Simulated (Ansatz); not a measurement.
Relaxation of Cl2F4Mo (7 atoms, charge 0, multiplicity 1), to a largest force component of 0.02 eV/Å in at most 40 steps.

Theory: Ansatz 0.2.0, RHF/def2-SVP.

```xyz
7
Properties=species:S:1:pos:R:3
Mo 0.000 0.000 0.000
F 0.000 0.000 1.770
F 1.770 0.000 0.000
F 0.000 1.770 0.000
F -1.770 0.000 0.000
Cl 0.000 -2.310 0.000
Cl 0.000 0.000 -2.310
```

Task: Where does it end, and by what steps?

Result: The forces met the threshold. After 3 steps the energy has fallen by 0.123 eV; Mo1 moved furthest, 0.06 Å.

| step | energy less start (eV) | largest force component (eV/Å) | accepted |
| --- | --- | --- | --- |
| 0 | 0.0000 | 2.119 | yes |
| 1 | -0.1078 | 0.731 | yes |
| 2 | -0.1154 | 0.221 | yes |
| 3 | -0.1233 | 0.010 | yes |

```xyz
7
Properties=species:S:1:pos:R:3
Mo 0.000 -0.042 -0.042
F 0.000 0.011 1.767
F 1.797 -0.005 -0.005
F 0.000 1.767 0.011
F -1.797 -0.005 -0.005
Cl 0.000 -2.296 0.031
Cl 0.000 0.031 -2.296
```

Whether the end is a true minimum wasn't checked by a vibrational analysis.

Time of the run: 6.6 s on 4 threads of Arm Neoverse V2 (shared host), peak memory 0.32 GiB.
